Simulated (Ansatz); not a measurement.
A run for Ansatz (an electronic-structure program): U-wB97X-V/cc-pV(T+d)Z on BH5OSi (SMILES BO[SiH3]), a point of a bond scan (R = 1.314 Å). Files ending in .json are basis or fitting sets from the Basis Set Exchange.

Ansatz 0.2 input:
```yaml
crystal:
  periodic: [false, false, false]
  atoms:
    - {symbol: B, position_ang: [-0.35530603, 0.16770934, 1.74610802]}
    - {symbol: H, position_ang: [-1.19864248, 0.77833887, 2.54726973]}
    - {symbol: H, position_ang: [0.51570290, -0.54223566, 2.16560005]}
    - {symbol: O, position_ang: [-0.48933143, 0.35730853, 0.41765439]}
    - {symbol: Si, position_ang: [0.33065961, -0.20123129, -0.91475675]}
    - {symbol: H, position_ang: [0.86264245, 0.96822479, -1.64324521]}
    - {symbol: H, position_ang: [-0.62978211, -0.93425439, -1.76420217]}
    - {symbol: H, position_ang: [1.43535929, -1.09433874, -0.49777027]}
basis:
  gaussian:
    orbitals: cc-pV_T+d_Z.json
hamiltonian:
  xc: {name: wB97X-V}
magnetization: {spin_polarized: true, initial_magnetization: 0}
```

The log:

```
WARN ansatz: RAYON_NUM_THREADS=1 ignored (pool sized by the plan → 1); use --threads N
Functional definition: wB97X-V
integrals: 0.10 GiB planned
996 factors; their error is unknown
integrals: 0.13 GiB planned
223 factors; integrals over basis functions are off by at most 1.4e-5 eV
mean field: 1.11 GiB planned
mean field evaluation 1: about -10680.2190 eV, gradient 3.0e1 eV
mean field evaluation 2: about -10679.2119 eV, gradient 3.6e1 eV
mean field evaluation 4: about -10683.1957 eV, gradient 5.2e-1 eV
mean field evaluation 8: about -10683.2307 eV, gradient 4.9e-3 eV
mean field -10683.23067783 eV, -392.6014860564 hartree, gradient 7.9e-5 eV, S^2 0.000000; 0 other end points of the search recorded, 0 dependent functions left out
reference -10683.23067574 eV, -392.6014859798 hartree; 16, 16 occupied and 153, 153 virtual orbitals, 996 factors
Total energy: -10683.23067574 eV, -392.6014859798 hartree
```

The run converged.

Cost: around 18 core-seconds (rough).
